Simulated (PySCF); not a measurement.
```xyz
3
charge 0 multiplicity 3, angstrom
Ru    0.0000    0.0000   -0.7783
S     1.0271    0.0000    1.2403
S    -1.0271    0.0000    1.2403
```

All numbers come from UPBE0/[Ru def2-SVP with ECP28, S def2-SVP], scalar-relativistic core potentials, density fitting, no spin–orbit coupling, PySCF.

This geometry of RuS₂ is a stationary point at this level.

(1) What is the point group?

(2) Is it a minimum?

(3) List the harmonic modes with their infrared intensities.

(4) What is the atomisation energy, with and without zero-point energy?

Answers

(1) C2v.

(2) Yes: all harmonic wavenumbers are real.

(3) 
| symmetry | ω (cm⁻¹) | IR (km/mol) |
| --- | --- | --- |
| b2 | 259 | 5.5 |
| a1 | 367 | 5.2 |
| a1 | 555 | 14.8 |

(4) 658 kJ/mol without, 651 kJ/mol with.

Only a few start shapes were tried, so a lower isomer may exist. Other spin states or occupations of the open shell can lie lower. At this level a quintet minimum of C2v symmetry lies 61 kJ/mol below this structure.
